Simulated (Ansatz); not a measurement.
A nudged elastic band was laid between two geometries of BF2H2N + H2 (8 atoms, charge 0, multiplicity 1).

Level of theory: RKS PBE0-D4/def2-mTZVP in Ansatz.

```yaml
movable_images: 7
climbing_image: yes
spring: 5.0 eV/Å²
optimiser: quadratic models (default)
start_path: through a guess of the saddle point
force_threshold: 0.03 eV/Å
iteration_limit: 60
end_points: relaxed
```

First end point:

```xyz
8
Properties=species:S:1:pos:R:3
B 0.052 -0.438 0.364
N 0.067 -0.541 1.752
H -0.766 -0.696 2.295
H 0.914 -0.485 2.292
F 1.175 -0.246 -0.325
F -1.086 -0.529 -0.321
H -0.370 2.910 0.274
H -0.327 2.580 0.940
```

Last end point:

```xyz
8
Properties=species:S:1:pos:R:3
B 0.037 0.406 0.065
N -0.103 0.297 1.729
H -0.413 -0.642 1.975
H 0.789 0.468 2.185
F 0.997 -0.542 -0.228
F -1.224 0.057 -0.375
H 0.360 1.550 -0.169
H -0.783 0.962 2.088
```

**Question.** Which bonds break or form, and what moves?

**Answer.** Bonds broken: H7–H8. Bonds formed: B1–H7, N2–H8. BF2H2N + H2 becomes BF2H4N.

**Question.** What energy profile does the band end with?

**Answer.** It converged. The highest image is number 4 of 0 to 8, 1.90 eV above the first end and 1.91 eV above the last; the last end lies 0.01 eV below the first. Neighbouring images differ by up to 1.4 eV, so the band resolves the path poorly. A vibrational analysis at the climbing image gives one clearly imaginary mode, 1547i cm⁻¹: a first-order saddle point. The orbitals stay closed-shell, which can raise the energy where a bond breaks towards radicals; this wasn't checked here.

```json
{"image": "0", "path coordinate (Å)": "0.00", "energy (eV)": "0.00", "H7–H8 (Å)": "0.74", "B1–H7 (Å)": "3.38", "N2–H8 (Å)": "3.25"}
{"image": "1", "path coordinate (Å)": "0.56", "energy (eV)": "0.01", "H7–H8 (Å)": "0.74", "B1–H7 (Å)": "2.88", "N2–H8 (Å)": "2.86"}
{"image": "2", "path coordinate (Å)": "1.12", "energy (eV)": "0.13", "H7–H8 (Å)": "0.74", "B1–H7 (Å)": "2.44", "N2–H8 (Å)": "2.42"}
{"image": "3", "path coordinate (Å)": "1.68", "energy (eV)": "0.71", "H7–H8 (Å)": "0.77", "B1–H7 (Å)": "1.94", "N2–H8 (Å)": "1.90"}
{"image": "4", "path coordinate (Å)": "2.23", "energy (eV)": "1.90", "H7–H8 (Å)": "1.03", "B1–H7 (Å)": "1.46", "N2–H8 (Å)": "1.36"}
{"image": "5", "path coordinate (Å)": "2.83", "energy (eV)": "0.55", "H7–H8 (Å)": "1.68", "B1–H7 (Å)": "1.24", "N2–H8 (Å)": "1.03"}
{"image": "6", "path coordinate (Å)": "3.43", "energy (eV)": "0.05", "H7–H8 (Å)": "2.38", "B1–H7 (Å)": "1.21", "N2–H8 (Å)": "1.01"}
{"image": "7", "path coordinate (Å)": "4.03", "energy (eV)": "0.02", "H7–H8 (Å)": "2.48", "B1–H7 (Å)": "1.21", "N2–H8 (Å)": "1.02"}
{"image": "8", "path coordinate (Å)": "4.62", "energy (eV)": "-0.01", "H7–H8 (Å)": "2.60", "B1–H7 (Å)": "1.21", "N2–H8 (Å)": "1.02"}
```

**Question.** What is the geometry of the highest image?

**Answer.** 
```xyz
8
Properties=species:S:1:pos:R:3:forces:R:3
B -0.028 0.214 0.248 0.00 0.00 0.01
N -0.018 0.102 1.785 0.00 0.00 0.00
H -0.816 -0.334 2.229 0.00 0.00 0.00
H 0.858 -0.132 2.233 0.00 0.00 0.00
F 1.167 0.000 -0.337 0.00 0.00 0.00
F -1.137 -0.277 -0.342 0.00 0.00 0.00
H -0.202 1.659 0.243 0.00 0.00 0.00
H -0.164 1.323 1.211 0.00 0.00 0.00
```

Time of the run: 110 s on 2 threads of Intel(R) Xeon(R) Platinum 8488C (Sapphire Rapids), with other jobs on the host, peak memory 0.17 GiB.
